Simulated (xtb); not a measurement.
silole (C$_{4}$H$_{6}$Si), singlet, at a GFN2-xTB geometry.

Here is a job for xtb.
```
$ xtb mol.xyz --gfn 2 --gbsa chcl3 --json

# file mol.xyz
11

C     -1.20638586     0.78574789    -0.41109095
C      0.02710569     1.29088450    -0.29376265
Si     1.21355663    -0.07286224     0.24738050
C     -0.23813991    -1.27821395     0.25074385
C     -1.35277056    -0.63209551    -0.11058672
H     -2.07420278     1.35899959    -0.70866783
H      0.24603893     2.32689193    -0.49207049
H      1.78955600     0.14895981     1.57457124
H      2.23200545    -0.39041535    -0.75478595
H     -0.23451069    -2.32758409     0.49442049
H     -2.32753594    -1.09471811    -0.18861565
```

### Question
Give the dipole moment at the level GFN2-xTB with GBSA(chcl3) in xtb.

### Answer
0.53 D

### Question
What partial charges in atom order does GFN2-xTB with GBSA(chcl3) give?

### Answer
C1 -0.04, C2 -0.15, Si3 0.45, C4 -0.15, C5 -0.04, H6 0.01, H7 0.02, H8 -0.07, H9 -0.07, H10 0.02, H11 0.01

### Question
Estimate the total energy that GFN2-xTB with GBSA(chcl3) returns for this input.

### Answer
-13.2816 Eh

### Question
Give the HOMO-LUMO gap at the level GFN2-xTB with GBSA(chcl3).

### Answer
3.00 eV
